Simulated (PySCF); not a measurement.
Delta-SCF ions had no search for a lower state. Excitations are Tamm–Dancoff values on a coarser integration grid. The basis has no diffuse functions, so Rydberg states are missing or too high.

Cartesian coordinates (Å):
SMILES: c1cccc2cc(B)cc-2c1F
```xyz
20

B      3.7521     0.5904     0.2470
C      2.2393     0.3553     0.1478
C      1.2267     1.3446     0.2650
C     -0.0388     0.7502     0.1182
C     -1.2647     1.4161     0.1742
C     -2.5539     0.8952     0.0384
C     -2.9290    -0.4355    -0.1887
C     -2.1504    -1.5844    -0.3399
C     -0.7580    -1.6900    -0.3004
F     -0.2918    -2.9323    -0.4794
C      0.2114    -0.7053    -0.1042
C      1.5975    -0.8977    -0.0788
H      4.1854     1.7009     0.4453
H      4.5237    -0.3315     0.1281
H      1.3984     2.4066     0.4418
H     -1.1988     2.4953     0.3491
H     -3.3746     1.6124     0.1191
H     -4.0076    -0.6070    -0.2600
H     -2.6692    -2.5302    -0.5116
H      2.1022    -1.8529    -0.2110
```
Charge 0, multiplicity 1.

### Question
Predict the S1 excitation (TDA), HOMO, total energy, T1 excitation (TDA), dipole moment, S1 oscillator strength, S1–T1 gap (TDA) and vertical ionisation energy (Delta-SCF) from PySCF with TPSSh-D3(BJ)/def2-TZVP // B3LYP-D3(BJ)/def2-SVP.

### Answer

| Quantity | Value |
|---|---|
| S1 excitation (TDA) | 2.16 eV |
| HOMO | -5.57 eV |
| total energy | -13898.60 eV |
| T1 excitation (TDA) | 1.67 eV |
| dipole moment | 3.80 D |
| S1 oscillator strength | 0.015 |
| S1–T1 gap (TDA) | 0.49 eV |
| vertical ionisation energy (Delta-SCF) | 7.54 eV |
